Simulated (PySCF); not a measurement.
An unknown shows these calculated signals:

¹H NMR (600 MHz, computed): δ 4.41 (decet, 1H), 0.08 (d, 9H).

¹³C{¹H} NMR (computed): δ -2.0 (CH3).

Theoretical values (PySCF 2.14): geometry from PBE0-D3(BJ)/def2-TZVP, NMR shieldings at B97-2/pcSseg-2/GIAO. Relativity neglected, one computed conformer, isolated molecule, one averaged value for each set of equivalent atoms.

Chemical shifts δ = σref − σ; ¹H (31.64 ppm) and ¹³C (185.38 ppm) against TMS, all at this level.

Task: Which of these does the molecule contain: a Si–CH3 group, a ketone, a Si–H bond, a vinyl group CH=CH2, a three-membered ring?

Result: 
- A Si–CH3 group: yes (δC -2.0; δH 0.08 (d)).
- A ketone: no.
- A Si–H bond: yes (δH 4.41 (decet)).
- A vinyl group CH=CH2: no.
- A three-membered ring: no.

The data belong to trimethylsilane, C3H10Si; they needn't prove each group on their own.

Carbon signals by region: 1 below 50 ppm.

Shifts are as computed. Against solution values, carbons near 30 ppm lie about +3 ppm off and those near 130 ppm about +7 ppm. Of 1211 compounds with measured shifts, 218 miss one by over three times the rms of a fit or turn the order of signals round; such compounds aren't used in these exercises. Multiplicities follow the n + 1 count of equivalent neighbours, as no J values were calculated; m marks all less simple cases, F and P coupling included.
